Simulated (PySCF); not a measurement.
Al(H)2(SeH) (AlH3Se), SMILES [SeH][AlH2]. The structure is a stationary point at r2SCAN-D4/def2-TZVP.

Computed equilibrium geometry at r2SCAN-D4/def2-TZVP (PySCF confirms it by a frequency run) as bond lengths and angles, and its point group:
point group Cs.
Atoms: Al1 H2 H3 Se4 H5. Bonds (Å): Al1–H2 1.578, Al1–H3 1.579, Al1–Se4 2.315, Se4–H5 1.468. Bond angles (°): H2–Al1–H3 124.5, H2–Al1–Se4 116.3, H3–Al1–Se4 119.3, Al1–Se4–H5 92.1.
